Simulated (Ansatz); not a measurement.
Spin states of Tl₂F⁺ (the lowest singlet isomer of a short search), each relaxed with PBE-D4/def2-TZVP in Ansatz. Electronic energies in the gas phase.

In the def2 sets Tl takes a core potential; there is no spin–orbit coupling. Correlated methods freeze 9 core orbitals; core or outer-core shells of Tl are correlated, in sets that lack core-valence functions. In CCSD on the charge 1 quintet the largest single amplitude is 0.20, so its Hartree–Fock determinant may place the open shell otherwise than the density functionals do. The structure comes from a short search, and lower isomers may exist.

Singlet geometry (D∞h within 0.1 Å):

```csv
atom,x (Å),y (Å),z (Å)
Tl1,1.534,1.532,0.809
Tl2,-1.534,-1.532,-0.809
F3,0.000,0.000,0.001
```

Triplet geometry (D∞h within 0.1 Å):

| atom | x (Å) | y (Å) | z (Å) |
| --- | --- | --- | --- |
| Tl1 | -1.500 | 1.710 | 0.209 |
| Tl2 | 1.500 | -1.710 | -0.209 |
| F3 | 0.000 | 0.000 | 0.000 |

Quintet geometry (C2v within 0.1 Å):

```xyz
3

Tl    1.489    0.300    0.593
Tl   -1.201    0.801   -0.758
F    -0.288   -1.102    0.165
```

⟨S²⟩: triplet 2.01 at PBE0-D4/def2-TZVP (pure 2.00), quintet 6.01 at PBE0-D4/def2-TZVP (pure 6.00).

Run but left out: GFN2-xTB (tight binding far off the other levels).

Only these spin states were relaxed. The quintet has other bonds than the singlet, so the gap mixes isomer and spin.

```tsv
level	triplet − singlet (kcal/mol)	quintet − singlet (kcal/mol)	lowest of these
HF/def2-TZVPP	107.1	217.9	singlet
r2SCANh-D4/def2-TZVP	125.6	239.3	singlet
PBE0-D4/def2-TZVP	127.3	244.4	singlet
r2SCAN0-D4/def2-TZVP	125.4	239.4	singlet
B2PLYP/def2-TZVP	133.2	257.2	singlet
MP2/def2-TZVP	140.6	276.8	singlet
CCSD/def2-TZVPP	132.4	256.6	singlet
CCSD(T)/def2-TZVPP	132.6	255.0	singlet
```
